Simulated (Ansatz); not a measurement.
Input file for Ansatz (an electronic-structure program): R-RI-MP2/def2-TZVPPD on H4OSi (SMILES O[SiH3]) with ghost functions. Files ending in .json are basis or fitting sets from the Basis Set Exchange.

Ansatz 0.2 input:
```yaml
crystal:
  periodic: [false, false, false]
  atoms:
    - {symbol: O, position_ang: [-0.92023618, 0.44252351, 3.29622971]}
    - {symbol: Si, position_ang: [-0.14683259, 0.32680620, 4.75451449]}
    - {symbol: H, position_ang: [-1.82215991, 0.77053417, 3.27510433]}
    - {symbol: H, position_ang: [-0.03619327, 1.65036074, 5.41543487]}
    - {symbol: H, position_ang: [1.19620962, -0.20231274, 4.45226710]}
    - {symbol: H, position_ang: [-0.86115759, -0.59150974, 5.67499784]}
basis:
  gaussian:
    orbitals: def2-TZVPPD.json
    fitting: {mean_field: def2-universal-JKFIT, correlation: def2-TZVPPD-RIFIT.json}
    ghost_atoms:
      - {symbol: Ge, position_ang: [0.39343159, -0.39215481, 0.44313808]}
      - {symbol: H, position_ang: [-0.90285126, -1.19267803, 0.62537068]}
      - {symbol: H, position_ang: [1.37107651, -0.70007824, 1.58412865]}
      - {symbol: H, position_ang: [0.08431789, 1.11010137, 0.40104872]}
      - {symbol: H, position_ang: [1.04380532, -0.80140123, -0.89260912]}
magnetization: {spin_polarized: false}
correlation: {method: mp2, electrons: outside_noble_gas}
scf: {lower_state_search: off}
```

The head of its log:

```
Functional definition: HF
[...]
these checks for a lower state are left out or cut short: stability, starts, cluster_reference, orbital_swaps, neighbouring_geometries, increment
integrals: 0.31 GiB planned
615 factors; integrals over basis functions are off by at most 1.1e0 eV
mean field: 0.53 GiB planned
mean field evaluation 1: about -9962.7353 eV, gradient 3.5e1 eV
mean field evaluation 2: about -9964.2311 eV, gradient 2.3e1 eV
mean field evaluation 4: about -9965.1110 eV, gradient 3.3e-1 eV
mean field -9965.11167504 eV, -366.2110994624 hartree, gradient 1.1e-6 eV, S^2 0.000000; 0 other end points of the search recorded, 0 dependent functions left out
6 core orbitals not correlated
718 factors; their error is unknown
reference -9965.11167504 eV, -366.2110994624 hartree; 7, 7 occupied and 265, 265 virtual orbitals, 718 factors
```

Give the final energy of this run.

-366.5897 hartree.
